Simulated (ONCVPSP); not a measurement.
# Transferability test, ONCV potential for Hf (Z = 72)

Hf (Z = 72), optimised norm-conserving Vanderbilt (ONCV), made with ONCVPSP 4.0.1 (PBE, scalar-relativistic). Core [Kr] 4d10 4f14, reference 5s2 5p6 5d2 6s1 (charge +1). Waves: 5s+6s: rc 2.05 bohr, ncon 4, nbas 7, qcut 5.2 1/bohr, 2 projectors; 5p: rc 1.25 bohr, ncon 5, nbas 8, qcut 5.8 1/bohr, 2 projectors, debl 3.8 Ha; 5d: rc 3.10 bohr, ncon 4, nbas 8, qcut 4.8 1/bohr, 2 projectors, debl 1.5 Ha. Local part: polynomial inside 1.05 bohr (lpopt 5, dvloc0 1 Ha). Core correction: none.

Energies are relative to the spin-unpolarised reference configuration 5s2 5p6 5d2 6s1; without spin polarisation the order of configurations can differ from experiment.

```csv
valence configuration,charge,ΔE all-electron (eV),error AE − PS (meV)
5s2 5p6 5d2 6s0,+2,14.180,+1.9
5s2 5p6 5d1 6s0,+3,35.974,+46
5s2 5p6 5d2 6s1 6p1,0,-4.151,+5.2
```

Question: What are ΔE and the potential's error for 5s2 5p6 5d2 6s2?

Answer: ΔE = -7.977 eV all-electron; the error (AE − PS) is +6.8 meV.

Levels in the configuration 5s2 5p6 5d2 6s2:

```json
{"level": "5s", "all-electron (eV)": "-67.016", "pseudo (eV)": "-66.947"}
{"level": "5p", "all-electron (eV)": "-35.574", "pseudo (eV)": "-35.542"}
{"level": "5d", "all-electron (eV)": "-2.689", "pseudo (eV)": "-2.685"}
{"level": "6s", "all-electron (eV)": "-5.108", "pseudo (eV)": "-5.115"}
```

Note: no bound ghost flagged; GHOST(+) flagged for s at 3.7 eV, d at 194.6 eV.
